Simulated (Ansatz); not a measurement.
Which method gave which barrier?

Saddle point of Si2H6ClOF3, closed shell (SiH₂OF₂ ([OH][SiH]([F])[F]) + SiH₃F ([F][SiH3]) + HCl → SiHClOF₂ ([OH][Si]([F])([F])[Cl]) + SiH₄ + HF; bonds formed: Si1–Cl7, Si2–H8, H6–F9; bonds broken: Si1–H8, Si2–F9, H6–Cl7), PBE0-D4/def2-TZVP structure:

```xyz
13
angstrom
Si -0.8980 0.9134 -0.3083
Si 0.9752 -1.5688 -0.0693
F -1.0759 0.2058 -1.7536
F -2.1166 0.2405 0.4461
O -0.9622 2.4719 -0.7623
H 0.6790 0.1754 1.8429
Cl -0.0339 1.6425 1.6952
H 0.4561 0.0442 -0.1921
F 1.1189 -0.7839 1.7212
H 2.2145 -2.2407 0.3815
H -0.2926 -2.2583 0.2239
H 1.1482 -1.4287 -1.5414
H -1.2128 2.5869 -1.6838
```

Ansatz 0.2.0; basis: def2-TZVPP, with def2-QZVPP for the basis limit; cores frozen in the correlated methods. Extrapolation: Hartree–Fock as exp(−7.88 √X), correlation as X^−2.97. Four methods, as single points on the PBE0-D4 structures, gave these electronic barriers from the start structure: 188.1, 204.8, 247.9, 336.7 kJ/mol.

The methods were, in alphabetical order, BHLYP-D4, BLYP-D4, HF, r2SCAN-D4. Which gave which? (A judgement: the text doesn't fix the answer.)

By the calculation: r2SCAN-D4 188.1; BLYP-D4 204.8; BHLYP-D4 247.9; HF 336.7 kJ/mol. For comparison, CCSD(T) at an estimated basis limit (MP2 extrapolated from triple and quadruple zeta, plus CCSD(T) − MP2 in triple zeta) gives 227.8 kJ/mol.

No T1 diagnostic of these runs exceeds 0.012.

Labels in which every atom is bracketed show which atoms are joined, not bond orders.

For scale, one of the runs: CCSD(T)/def2-TZVPP, 334 basis functions, launched by `ansatz run in.yaml --threads 4 --pin off --events-out ev --progress --plain --max-ram 66560MiB --backend cuda --devices 0, --max-vram 37GiB`. Time: 9 s of wall clock on 4 CPU threads of an AMD EPYC 7R13 and a share of one NVIDIA H100; the host was shared. Peak host memory: 0.86 GiB.
